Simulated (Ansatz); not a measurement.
C2H6FNSi can be A, `C=C(F)N[SiH3]`, or B, `C[SiH](F)C=N`.

Calculated with Ansatz (gas phase, PBE0-D4/def2-TZVP geometries, no zero-point term in ΔE). CCSD(T)/CBS adds triple-zeta CCSD(T) − MP2 to the extrapolated MP2 energy (def2 sets, frozen cores). Functionals use def2-TZVPP. B3LYP here is the variant with VWN-RPA as its local correlation; programs differ in this. One conformer a species, not always the lowest.

A:

```xyz
11

C    -2.021    0.265    0.804
C    -0.929   -0.107    0.147
F    -0.998   -1.079   -0.778
N     0.356    0.350    0.242
Si    1.708   -0.233   -0.688
H    -2.964   -0.215    0.594
H    -1.974    1.045    1.549
H     0.489    1.083    0.917
H     1.513   -0.022   -2.143
H     1.972   -1.671   -0.441
H     2.848    0.584   -0.204
```

B:

Z-matrix (Å, degrees):
```
C
Si 1 1.853
H 1 1.092 2 111.0
H 1 1.094 2 110.2 3 -119.8
H 1 1.092 2 110.9 3 120.8
F 2 1.606 1 109.7 3 -59.0
C 2 1.884 1 112.4 3 57.2
H 2 1.486 1 111.5 3 -178.1
N 7 1.270 2 124.6 1 -118.2
H 7 1.098 2 119.5 1 61.2
H 9 1.024 7 110.9 2 -0.7
```

Problem. Which is lower in electronic energy at CCSD(T)/CBS, and by how much? (Estimate.)

Solution. Ansatz gave: B, by 171.6 kJ/mol.

Problem. Give E(B) − E(A) in kJ/mol with ωB97M-V, CCSD(T)/def2-TZVPP, r2SCAN-D4, CCSD/def2-TZVPP, PBE0-D4, B3LYP-D4, B2PLYP. (An estimate is asked.)

Solution. Ansatz gave: ωB97M-V -159.7, CCSD(T)/def2-TZVPP -168.0, r2SCAN-D4 -154.5, CCSD/def2-TZVPP -167.6, PBE0-D4 -151.3, B3LYP-D4 -155.6, B2PLYP -162.5. None reverses the order clearly.

Largest T1 diagnostic: 0.012.

In def2-TZVPP, CCSD(T) changes the Hartree–Fock value by −12.2 kJ/mol (the triples alone add −0.4 kJ/mol) and MP2 by −13.5 kJ/mol.
